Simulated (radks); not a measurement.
Coulomb parameter of the 4d shell of neutral niobium in the model configuration [Kr] 4d3.5 5s1.5, as a second difference U = [E(n + 0.25) + E(n - 0.25) - 2 E(n)] / (0.25)^2 with all orbitals relaxed. "Bare": the charge of the atom changes with n. "Screened": the 5s shell takes up the change at fixed total charge, which measures U(4d,4d) + U(5s,5s) - 2 U(4d,5s). Calculated with a radial shooting solver on a logarithmic mesh with Libxc functionals: scalar-relativistic Kohn-Sham, PBEsol, spin-unpolarised, spherical densities, finite nucleus; Fermi nuclear charge, rms radius 4.324 fm.

case                 configuration  E - E(n) (eV)
start             [Kr] 4d3.5 5s1.5          0.000
bare +0.25       [Kr] 4d3.75 5s1.5         -0.721
bare -0.25       [Kr] 4d3.25 5s1.5          1.194
screened +0.25  [Kr] 4d3.75 5s1.25          0.164
screened -0.25  [Kr] 4d3.25 5s1.75         -0.108

U(bare) = 7.567 eV, U(screened by 5s) = 0.891 eV, against the Slater integral F0(4d,4d) = 11.791 eV with frozen orbitals. The step up makes a negative ion, whose loosely bound charge lowers the bare value.
